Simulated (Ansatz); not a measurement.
Consider the cleavage of the B–B bond: `BB(C)OC` + `O[SiH](O)F` → `BO[SiH](O)F` + `CBOC`.

Gas-phase electronic energies from Ansatz, PBE0-D4/def2-TZVP geometries. CBS: MP2 limit from def2 TZ/QZ plus the TZ coupled-cluster correction, frozen cores. This one scheme is used for every species. Functionals use def2-TZVPP. B3LYP here is the variant with VWN-RPA as its local correlation; programs differ in this. Each species was taken in one conformer, which may not be the lowest.

Task: Is it downhill or uphill in electronic energy at CCSD(T)/CBS, and by how much? (Estimate.)

Result: The calculation gave: Downhill: ΔE = -1.67 eV.

Task: What do these levels give: PBE-D4, PBE0-D4, B2PLYP, PBE0, B3LYP, MP2/def2-TZVPP, HF/def2-QZVPP, MP2/def2-QZVPP, SCS-MP2/def2-QZVPP, HF/CBS(def2), MP2/CBS(def2), CCSD/CBS(def2)? (An estimate is asked.)

Result: The calculation gave: PBE-D4 -1.57, PBE0-D4 -1.60, B2PLYP -1.74, PBE0 -1.61, B3LYP -1.73, MP2/def2-TZVPP -1.73, HF/def2-QZVPP -1.85, MP2/def2-QZVPP -1.73, SCS-MP2/def2-QZVPP -1.75, HF/CBS(def2) -1.85, MP2/CBS(def2) -1.72, CCSD/CBS(def2) -1.68 eV.

Largest T1 diagnostic among the species: 0.013.

In def2-TZVPP, CCSD(T) changes the Hartree–Fock value by +0.15 eV (the triples alone add +0.01 eV) and MP2 by +0.10 eV.
